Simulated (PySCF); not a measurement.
Compound: C₂H₇O₂PSi.
Numbering: `[CH3:1][C:2](=[O:3])[O:4][SiH2:5][PH2:6]` (hydrogens: H7, H8, H9 on C1; H10, H11 on Si5; H12, H13 on P6)

Cartesian coordinates in Å at the PBE0-D3(BJ)/def2-SVP level; atoms count from 1:
```xyz
13
C2H7O2PSi angstrom
C      2.506    0.498   -0.098
C      1.302   -0.373    0.080
O      1.318   -1.549    0.343
O      0.148    0.293   -0.080
Si    -1.296   -0.621    0.116
P     -2.889    0.897   -0.374
H      2.468    0.986   -1.083
H      3.419   -0.099    0.000
H      2.493    1.298    0.657
H     -1.362   -1.145    1.507
H     -1.358   -1.716   -0.888
H     -2.849    1.501    0.920
H     -3.933   -0.012   -0.011
```

Method: PBE0-D3(BJ)/def2-SVP geometry optimisation, gas phase (PySCF 2.14.0).

Take the most abundant isotopes and a rigid rotor. The values belong to one conformer with, in the numbering `[CH3:1][C:2](=[O:3])[O:4][SiH2:5][PH2:6]`, C1–C2–O4–Si5 180°, C2–O4–Si5–P6 -177°, O4–Si5–P6–H -81° and -174°.

Give the principal moments of inertia and the rotational constants in cm⁻¹.

Ia = 82.61, Ib = 479.01, Ic = 548.43 u·Å²; 505379 MHz·u·Å²/I gives 6117, 1055 and 921.5 MHz, that is A = 0.20405, B = 0.03519, C = 0.03074 cm⁻¹.

What kind of rotor is it?

A near-prolate asymmetric top; Ray's κ = -0.949.

What does the inertial defect say?

Not planar: Δ = Ic − Ia − Ib = -13.20 u·Å². For a rigid frame Δ = −2 Σ m c², so Σ m c² = 6.60 u·Å² lies off the ab plane: 6.44 from hydrogen and 0.16 from heavier atoms. The atom farthest from that plane is 1.33 Å away.

Predict some low-J microwave lines.

The dipole components are |μa| = 0.25 D, |μb| = 1.12 D, |μc| = 0.69 D. The squared components, which scale the intensities, stand as 0.05 : 1.00 : 0.38 (a : b : c). Some lines, for components of 0.1 D or more:

```json
{"type": "a", "branch": "R", "J(Ka,Kc)": "1(0,1) ← 0(0,0)", "MHz": "1977", "lower level (cm⁻¹)": "0.000"}
{"type": "b", "branch": "R", "J(Ka,Kc)": "5(0,5) ← 4(1,4)", "MHz": "5337", "lower level (cm⁻¹)": "0.808"}
{"type": "a", "branch": "R", "J(Ka,Kc)": "3(2,2) ← 2(2,1)", "MHz": "5930", "lower level (cm⁻¹)": "0.882"}
{"type": "a", "branch": "R", "J(Ka,Kc)": "3(1,2) ← 2(1,1)", "MHz": "6128", "lower level (cm⁻¹)": "0.376"}
{"type": "c", "branch": "R", "J(Ka,Kc)": "1(1,0) ← 0(0,0)", "MHz": "7172", "lower level (cm⁻¹)": "0.000"}
{"type": "b", "branch": "R", "J(Ka,Kc)": "2(1,2) ← 1(0,1)", "MHz": "8882", "lower level (cm⁻¹)": "0.066"}
{"type": "a", "branch": "R", "J(Ka,Kc)": "5(2,3) ← 4(2,2)", "MHz": "9929", "lower level (cm⁻¹)": "1.345"}
{"type": "b", "branch": "R", "J(Ka,Kc)": "3(1,3) ← 2(0,2)", "MHz": "10659", "lower level (cm⁻¹)": "0.198"}
{"type": "b", "branch": "R", "J(Ka,Kc)": "4(1,4) ← 3(0,3)", "MHz": "12374", "lower level (cm⁻¹)": "0.395"}
{"type": "b", "branch": "Q", "J(Ka,Kc)": "4(2,2) ← 4(1,3)", "MHz": "14764", "lower level (cm⁻¹)": "0.852"}
{"type": "b", "branch": "Q", "J(Ka,Kc)": "3(2,1) ← 3(1,2)", "MHz": "15001", "lower level (cm⁻¹)": "0.580"}
{"type": "b", "branch": "R", "J(Ka,Kc)": "3(2,1) ← 2(1,2)", "MHz": "21530", "lower level (cm⁻¹)": "0.362"}
{"type": "b", "branch": "R", "J(Ka,Kc)": "3(3,1) ← 2(2,0)", "MHz": "31574", "lower level (cm⁻¹)": "0.882"}
{"type": "b", "branch": "R", "J(Ka,Kc)": "3(3,0) ← 2(2,1)", "MHz": "31577", "lower level (cm⁻¹)": "0.882"}
{"type": "c", "branch": "R", "J(Ka,Kc)": "4(3,2) ← 3(2,2)", "MHz": "33559", "lower level (cm⁻¹)": "1.080"}
{"type": "c", "branch": "R", "J(Ka,Kc)": "5(3,3) ← 4(2,3)", "MHz": "35546", "lower level (cm⁻¹)": "1.344"}
{"type": "b", "branch": "Q", "J(Ka,Kc)": "5(4,1) ← 5(3,2)", "MHz": "35895", "lower level (cm⁻¹)": "2.529"}
{"type": "c", "branch": "Q", "J(Ka,Kc)": "4(4,1) ← 4(3,1)", "MHz": "35899", "lower level (cm⁻¹)": "2.199"}
{"type": "b", "branch": "Q", "J(Ka,Kc)": "4(4,0) ← 4(3,1)", "MHz": "35899", "lower level (cm⁻¹)": "2.199"}
{"type": "b", "branch": "Q", "J(Ka,Kc)": "4(4,1) ← 4(3,2)", "MHz": "35899", "lower level (cm⁻¹)": "2.199"}
{"type": "b", "branch": "R", "J(Ka,Kc)": "4(4,1) ← 3(3,0)", "MHz": "43810", "lower level (cm⁻¹)": "1.935"}
{"type": "c", "branch": "R", "J(Ka,Kc)": "4(4,0) ← 3(3,0)", "MHz": "43810", "lower level (cm⁻¹)": "1.935"}
{"type": "c", "branch": "R", "J(Ka,Kc)": "5(4,2) ← 4(3,2)", "MHz": "45788", "lower level (cm⁻¹)": "2.199"}
{"type": "b", "branch": "R", "J(Ka,Kc)": "5(4,1) ← 4(3,2)", "MHz": "45788", "lower level (cm⁻¹)": "2.199"}
{"type": "b", "branch": "R", "J(Ka,Kc)": "5(5,0) ← 4(4,1)", "MHz": "56045", "lower level (cm⁻¹)": "3.397"}
```

PBE0-D3(BJ)/def2-SVP frequencies: not computed here. No vibrational averaging or centrifugal distortion is included, and the geometry carries the error of its method. A rigid rotor knows nothing of internal rotation, which can split or shift real lines.

The run took 51 s of wall time on one thread of an Arm Neoverse V2, on a shared host, and the process peaked at 0.52 GiB of memory. This is the geometry optimisation.
